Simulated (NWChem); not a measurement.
Everything below was run with NWChem. System: hydrogen bromide (HBr), charge 0, spin multiplicity 1, at a geometry optimised with B3LYP/def2-SVP. Level: CCSD(T)/def2-TZVP, 9 core orbitals frozen.

Input file:

```
start mol
memory heap 100 mb stack 700 mb global 1900 mb
geometry units angstroms nocenter noautoz
  Br     0.000000     0.000000     0.039672
  H      0.000000     0.000000    -1.388521
  symmetry group C2v
end
basis spherical
  * library def2-tzvp
end
scf
  rhf
  nopen 0
  maxiter 100
  thresh 1e-7
  semidirect memsize 60000000 filesize 0
end
tce
  freeze core 9
  ccsd(t)
  2eorb
  2emet 13
  thresh 1e-6
  maxiter 100
  tilesize 24
end
task tce energy
```

Output (cleaned and shortened):

```
             Northwest Computational Chemistry Package (NWChem) 7.3.0
             --------------------------------------------------------

                                NWChem Input Module
                                -------------------

 Scaling coordinates for geometry "geometry" by  1.889725989
 (inverse scale =  0.529177249)

 Turning off AUTOSYM since
 SYMMETRY directive was detected!

                             Geometry "geometry" -> ""
                             -------------------------

 Output coordinates in angstroms (scale by  1.889725989 to convert to a.u.)

  No.       Tag          Charge          X              Y              Z
 ---- ---------------- ---------- -------------- -------------- --------------
    1 Br                  35.0000     0.00000000     0.00000000     0.03967200
    2 H                    1.0000     0.00000000     0.00000000    -1.38852100

 Effective nuclear repulsion energy (a.u.)      12.9682778973

            Nuclear Dipole moment (a.u.)
            ----------------------------
        X                 Y               Z
 ---------------- ---------------- ----------------
     0.0000000000     0.0000000000    -0.0000018897

      Symmetry information
      --------------------

 Group name             C2v
 Group number             16
 Group order               4
 No. of unique centers     2

      Symmetry unique atoms

     1    2


 Summary of "ao basis" -> "" (spherical)
 ------------------------------------------------------------------------------
       Tag                 Description            Shells   Functions and Types
 ---------------- ------------------------------  ------  ---------------------
 *                         def2-tzvp                  on all atoms

 Summary of "ao basis" -> "ao basis" (spherical)
 ------------------------------------------------------------------------------
       Tag                 Description            Shells   Functions and Types
 ---------------- ------------------------------  ------  ---------------------
 Br                        def2-tzvp                16       48   6s5p4d1f
 H                         def2-tzvp                 4        6   3s1p

                                 NWChem SCF Module
                                 -----------------

  ao basis        = "ao basis"
  functions       =    54
  atoms           =     2
  closed shells   =    18
  open shells     =     0
  charge          =   0.00
  wavefunction    = RHF
  use symmetry    = T
  symmetry adapt  = T

 Summary of "ao basis" -> "ao basis" (spherical)
 ------------------------------------------------------------------------------
       Tag                 Description            Shells   Functions and Types
 ---------------- ------------------------------  ------  ---------------------
 Br                        def2-tzvp                16       48   6s5p4d1f
 H                         def2-tzvp                 4        6   3s1p

      Symmetry analysis of basis
      --------------------------

        a1         25
        a2          5
        b1         12
        b2         12

 Forming initial guess at       0.1s

      Superposition of Atomic Density Guess
      -------------------------------------

 Sum of atomic energies:       -2572.89880928

      Non-variational initial energy
      ------------------------------

 Total energy =   -2572.965515
 1-e energy   =   -3608.072257
 2-e energy   =    1022.138464
 HOMO         =      -0.402358
 LUMO         =       0.054733
[...]
   Bfn.  Coefficient  Atom+Function         Bfn.  Coefficient  Atom+Function
  ----- ------------  ---------------      ----- ------------  ---------------
    51      1.014619  2 H  s                 50     -0.823089  2 H  s
    21     -0.569400  1 Br pz                39     -0.361918  1 Br d  0
    18      0.263741  1 Br pz                 6     -0.163633  1 Br s

 Vector   21  Occ=0.000000D+00  E= 3.688269D-01  Symmetry=b2
              MO Center=  1.5D-28,  7.7D-14, -1.8D-02, r^2= 4.5D+00
   Bfn.  Coefficient  Atom+Function         Bfn.  Coefficient  Atom+Function
  ----- ------------  ---------------      ----- ------------  ---------------
    20      1.493985  1 Br py                17     -1.272770  1 Br py
    11      0.202708  1 Br py

 center of mass
 --------------
 x =   0.00000000 y =   0.00000000 z =   0.04135741

 moments of inertia (a.u.)
 ------------------
           7.249598731626           0.000000000000           0.000000000000
           0.000000000000           7.249598731626           0.000000000000
           0.000000000000           0.000000000000           0.000000000000

  Mulliken analysis of the total density
  --------------------------------------

    Atom       Charge   Shell Charges
 -----------   ------   -------------------------------------------------------
    1 Br  35    35.21   2.00  2.00  1.16  0.78  0.99  1.00  6.00  5.94  1.26  2.76  1.28  8.99  1.02 -0.00  0.04  0.01
    2 H    1     0.79   0.21  0.47  0.08  0.03

       Multipole analysis of the density wrt the origin
       ------------------------------------------------

     L   x y z        total         open         nuclear
     -   - - -        -----         ----         -------
     0   0 0 0     -0.000000      0.000000     36.000000

     1   1 0 0     -0.000000      0.000000      0.000000
     1   0 1 0      0.000000      0.000000      0.000000
     1   0 0 1     -0.400772      0.000000     -0.000002

     2   2 0 0    -14.929562      0.000000      0.000000
     2   1 1 0      0.000000      0.000000      0.000000
     2   1 0 1      0.000000      0.000000      0.000000
     2   0 2 0    -14.929562      0.000000      0.000000
     2   0 1 1     -0.000000      0.000000      0.000000
     2   0 0 2    -11.589015      0.000000      7.081692

                   NWChem Extensible Many-Electron Theory Module
                   ---------------------------------------------


            General Information
            -------------------
      Number of processors :     1
         Wavefunction type : Restricted Hartree-Fock
          No. of electrons :    36
           Alpha electrons :    18
            Beta electrons :    18
           No. of orbitals :   108
            Alpha orbitals :    54
             Beta orbitals :    54
        Alpha frozen cores :     9
         Beta frozen cores :     9
     Alpha frozen virtuals :     0
      Beta frozen virtuals :     0
         Spin multiplicity : singlet
    Number of AO functions :    54
       Number of AO shells :    20
        Use of symmetry is : on
      Symmetry adaption is : on
         Schwarz screening : 0.10D-09

          Correlation Information
          -----------------------
          Calculation type : Coupled-cluster singles & doubles w/ perturbation
   Perturbative correction : (T)
            Max iterations :      100
        Residual threshold : 0.10D-05
     T(0) DIIS level shift : 0.00D+00
     L(0) DIIS level shift : 0.00D+00
     T(1) DIIS level shift : 0.00D+00
     L(1) DIIS level shift : 0.00D+00
     T(R) DIIS level shift : 0.00D+00
     T(I) DIIS level shift : 0.00D+00
   CC-T/L Amplitude update :  5-th order DIIS
                I/O scheme : Global Array Library
        L-threshold :  0.10D-05
        EOM-threshold :  0.10D-05
 no EOMCCSD initial starts read in
 TCE RESTART OPTIONS
 SLICE:      F
 D4D5:       F
 quantumc:   F
 qrotation:  F
 pwtce:      F
 qducc:      F
 nacto:                         0
 nrotv:                         0
 nrot:                          0

            Memory Information
            ------------------
          Available GA space size is     249033884 doubles
          Available MA space size is     104850972 doubles

 Maximum block size supplied by input
 Maximum block size        24 doubles

 tile_dim =     16

 -------------------------------------------------

 Global array virtual files algorithm will be used

 Parallel file system coherency ......... OK

 4-electron integrals stored in orbital form

 v2    file size   =           284037
 4-index algorithm nr.  13 is used
 imaxsize =       30
 imaxsize ichop =        0


CCSD iterations
 ---------------------------------------------------------
 Iter          Residuum       Correlation     Cpu    Wall
 ---------------------------------------------------------
    1   0.1354885143618  -0.2839354959767     0.5     0.5
    2   0.0273981459361  -0.2895153135068     0.5     0.5
    3   0.0084719300634  -0.2936368741846     0.5     0.5
    4   0.0030799938401  -0.2942198035920     0.5     0.5
    5   0.0012311367073  -0.2944840026853     0.5     0.5
    6   0.0002190445051  -0.2945964260387     0.5     0.5
    7   0.0000765535390  -0.2946065069230     0.5     0.5
    8   0.0000329161019  -0.2946071515745     0.3     0.3
    9   0.0000160176000  -0.2946073011793     0.3     0.3
   10   0.0000079230208  -0.2946075198709     0.3     0.3
   11   0.0000010893159  -0.2946077656521     0.5     0.5
   12   0.0000003975438  -0.2946077301854     0.4     0.4
 -----------------------------------------------------------------
 Iterations converged
 CCSD correlation energy / hartree =        -0.294607730185411
 CCSD total energy / hartree       =     -2573.295279493001544

 Singles contributions

 Doubles contributions
 CCSD(T)
 Using plain CCSD(T) code
             total no. of tasks          500
 total no. of tasks / no. procs          500
                         wl_min           64           2.0
                         wl_max       262144           8.0
        thresh for no. of tasks          500

 CCSD[T]  correction energy / hartree =        -0.008850278785076
 CCSD[T] correlation energy / hartree =        -0.303458008970486
 CCSD[T] total energy / hartree       =     -2573.304129771786393
 CCSD(T)  correction energy / hartree =        -0.008596341854108
 CCSD(T) correlation energy / hartree =        -0.303204072039518
 CCSD(T) total energy / hartree       =     -2573.303875834855717

 Task  times  cpu:       14.0s     wall:       14.0s

 Total times  cpu:       14.1s     wall:       14.1s
```
